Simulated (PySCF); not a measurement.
Electron correlation in Si²⁺ (silicon, charge +2)

[Ne] 3s1 4s1, high-spin 3S determinant (an excited configuration). All numbers are calculated (PySCF 2.14, the non-relativistic Hamiltonian (point nucleus), in aug-cc-pwCVDZ (6s5p3d, 36 functions)). Frozen: 1s2; 10 electrons correlated.

```json
{"level": "CCSD", "correlation energy (mhartree)": "-144.45"}
{"level": "(T)", "correlation energy (mhartree)": "-0.96"}
{"level": "CCSD(T)", "correlation energy (mhartree)": "-145.41"}
```

Diagnostics: T1 = 0.0045, D1 = 0.0174, largest double amplitude 0.060.

The outer electron is Rydberg-like, and this basis confines it to a smaller radius and binds it less than a complete one would.

Cost of the coupled-cluster step: roughly 1 core-seconds, for 10 correlated electrons.
